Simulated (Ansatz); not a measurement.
Bi₈O₁₇H₁₀ was relaxed with PBE-D4 (def2-SVP) in Ansatz in these states: charge -1 doublet, neutral singlet. The geometries follow in no particular order.

In the def2 sets Bi takes a core potential; there is no spin–orbit coupling. Single mean-field runs in def2-SVP are fitted with def2-universal-jkfit.

A:

```
atom    x (Å)    y (Å)    z (Å)
 Bi1  -0.7296  -1.6332   0.6771
 Bi2   1.4355   0.9162  -1.8957
 Bi3  -0.6703   2.0339   1.4118
 Bi4   3.2221  -1.3927   0.3413
 Bi5  -2.5743   0.9204  -1.7396
 Bi6   0.7486  -2.9169  -2.6727
 Bi7   1.1998  -0.3971   3.3805
 Bi8   2.7152   2.1166   1.2588
  O9  -2.9957  -1.6066   0.9219
 O10   1.5620  -1.7323   1.6776
 O11  -0.7461  -3.3014   2.0176
 O12  -0.7065  -0.1159   2.4406
 O13   1.3360   1.7035   2.9055
 O14   3.4847  -0.0416   2.4143
 O15  -2.5108   0.8221   0.4506
 O16  -1.0573  -3.0002  -1.5677
 O17  -2.9693  -1.2507  -1.7189
 O18   1.1006   3.6502   0.8943
 O19  -1.3153   2.8227  -0.8289
 O20   3.3713   0.6220  -0.3742
 O21   0.8912   0.9626   0.2957
 O22   0.3305  -1.3620  -4.0084
 O23   1.7347  -1.6338  -1.2534
 O24  -0.6404   0.3541  -2.3127
 O25   1.2185   3.1017  -1.7627
 H26  -3.2611  -2.1170   1.7110
 H27   0.2143  -3.4217   2.1710
 H28   4.3041   0.0504   2.9404
 H29  -2.8604  -0.0783   0.8280
 H30  -1.7867  -2.3045  -1.8214
 H31  -3.3026  -1.5273  -0.8180
 H32   1.1268   3.6714  -0.1148
 H33  -1.8540   3.6333  -0.7347
 H34  -0.2446  -0.7079  -3.4843
 H35   0.2288   3.1600  -1.6299
```

B:

```xyz
35

Bi    1.841   -0.259   -0.817
Bi   -1.781   -1.183    1.255
Bi   -0.912    2.226   -0.370
Bi   -1.151   -2.435   -2.005
Bi    0.749    1.234    2.869
Bi    1.390   -3.655    1.263
Bi   -0.136    0.702   -3.571
Bi   -3.630    0.371   -2.029
O     3.235    1.344    0.035
O     0.521   -1.183   -2.749
O     3.231   -0.392   -2.492
O     0.834    1.573   -1.852
O    -1.832    1.529   -2.519
O    -2.110   -0.869   -3.725
O     1.080    2.419    1.008
O     2.846   -2.120    0.978
O     2.577    0.120    2.302
O    -3.344    1.697   -0.307
O    -1.353    2.182    2.130
O    -2.994   -1.358   -0.999
O    -0.647    0.161    0.007
O     0.507   -3.092    3.085
O    -0.082   -2.784   -0.020
O    -0.303   -0.595    2.796
O    -3.267    0.351    1.865
H     3.786    1.659   -0.706
H     2.699   -0.971   -3.078
H    -2.328   -1.379   -4.530
H     1.969    2.179    0.563
H     2.722   -1.346    1.641
H     3.111    0.647    1.646
H    -3.457    1.148    0.575
H    -1.414    3.104    2.450
H     0.317   -2.093    3.070
H    -2.676    1.069    2.233
```

Task: Judge from the bond lengths which geometry belongs to which state (an estimate).

Result: A is the neutral singlet (Bi8–O21 2.364 Å, Bi3–Bi8 3.390 Å, Bi4–O20 2.143 Å); B is the charge -1 doublet (Bi8–O21 3.617 Å, Bi3–Bi8 3.685 Å, Bi4–O20 2.359 Å).

At PBE-D4/def2-SVP the highest occupied level of the relaxed charge -1 doublet lies above zero (up to 0.36 eV). By energy differences its removal costs 1.13 eV (each at its own geometry, to the charge 0 singlet, at PBE-D4/def2-SVP); self-interaction error and the lack of diffuse functions both raise the level.
